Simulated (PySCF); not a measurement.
C4H9O, SMILES [CH2]COCC, doublet, CAM-B3LYP/def2-SVP optimised geometry. Atoms within 1.6 Å of the plane z = 0.0 Å (x, y, z in Å): C1 (-0.31, 0.72, 0.00), C2 (0.20, -0.68, 0.00), O3 (-0.29, -1.49, 1.03), H6 (-1.31, 0.92, 0.39), H7 (0.19, 1.49, -0.59), H8 (1.31, -0.68, 0.00), H9 (-0.09, -1.18, -0.94).

Level of theory: PySCF 2.14.0 with unrestricted CAM-B3LYP/def2-TZVP. Cells within 0.4 Å of a nucleus heavier than hydrogen are left out (blank, or x).

Map of the deformation density (molecule minus spherical neutral atoms) (e/bohr³) on the plane z = 0.0 Å:

```
|111111111111111111111111111|
|111111111111111111111111111|
|111111111111111111111111111|
|111111111111111111111111111|
|111111111111111111111111111|
|111111111111111111111111111|
|111111111111111111111111111|
|111111111111232111111111111|
|111111112221344211111111111|
|111111113554x63211111111111|
|11111111477xxx2111111111111|
|11111111344xxx2111111111111|
|111111111223884211111111111|
|111111111113796211111111111|
|111111111112586344211111111|
|1111111111002xxx89711111111|
|1111111111000xxx99711111111|
|111111111100021244311111111|
|111111111100010011111111111|
|111111111110000011111111111|
|111111111111111111111111111|
|111111111111111111111111111|
|111111111111111111111111111|
|111111111111111111111111111|
|111111111111111111111111111|
|111111111111111111111111111|
|111111111111111111111111111|
```
Scale: ten equal steps from -0.023 (start of '0') to 0.096 (end of '9'), in the order '0123456789'; x runs from -3.50 to 3.50, y from -3.50 (bottom) to 3.50 (top).
